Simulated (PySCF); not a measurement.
Ionisation energy of Ti by level of theory

Ti [Ar] 3d2 4s2 (3F) → Ti⁺ [Ar] 3d2 4s1 (4F), as a difference of total energies. Computed with PySCF 2.14 in def2-QZVPPD (11s6p5d3f2g, 93 functions), with the non-relativistic Hamiltonian (point nucleus). Correlated levels: valence: [Ar] frozen; valence and next inner shell: [Ne] frozen. The calculations carry no spin-orbit coupling.

```csv
method,ionisation energy (eV),difference from reference (eV)
UHF,5.524,-1.304
LDA,6.870,+0.042
PBE,6.637,-0.191
PBE0,6.521,-0.307
r2SCAN,6.364,-0.464
BHandHLYP,6.599,-0.229
CAM-B3LYP,6.754,-0.074
M06,7.124,+0.296
wB97M-V,6.764,-0.064
MP2 (valence),6.337,-0.491
SCS-MP2 (valence),6.512,-0.316
MP2 (valence and next inner shell),6.543,-0.285
SCS-MP2 (valence and next inner shell),6.637,-0.191
```

Reference: 6.828 eV (measured; NIST levels, between the centres of gravity of the two terms).

These non-relativistic numbers lack the scalar-relativistic shift.

Errors of the correlated levels include the incompleteness of this basis and the frozen core.

MP2 underrates the near-degeneracy of ns² with np² in the lower species.
